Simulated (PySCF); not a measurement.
Gas-phase reaction: GeH₂ + 2 HF + GeF₂ = 2 GeH₂F₂

Energies from PySCF (xtb for GFN2), thermal terms from the rigid-rotor harmonic-oscillator model, ideal gas at 1 bar. † marks an energy on the PBE0/def2-TZVP geometry and frequencies; other levels use their own. 6-31G* has spherical d functions here. All species are closed-shell singlets. B3LYP is the form with VWN-RPA correlation. Ge: all electrons, no relativistic terms. GeH₂, GeH₂F₂: computed as isolated molecules; such fragments, hydroxides, amides, oligomers or adducts are transient or little studied in the gas.

```
level               ΔH°(298 K), kJ
------------------  --------------
B3LYP/6-31G*                     …
GFN2-xTB                      -218
HF/def2-TZVP†                 -346
M06-2X/def2-TZVP†             -360
PBE/def2-SVP                     …
r2SCAN/def2-TZVP†             -356
ωB97M-V/def2-TZVP†               …
```

**Question.** Fill in the missing entries.

**Answer.** 
- B3LYP/6-31G*, ΔH°(298 K), kJ: -348
- PBE/def2-SVP, ΔH°(298 K), kJ: -342
- ωB97M-V/def2-TZVP†, ΔH°(298 K), kJ: -314
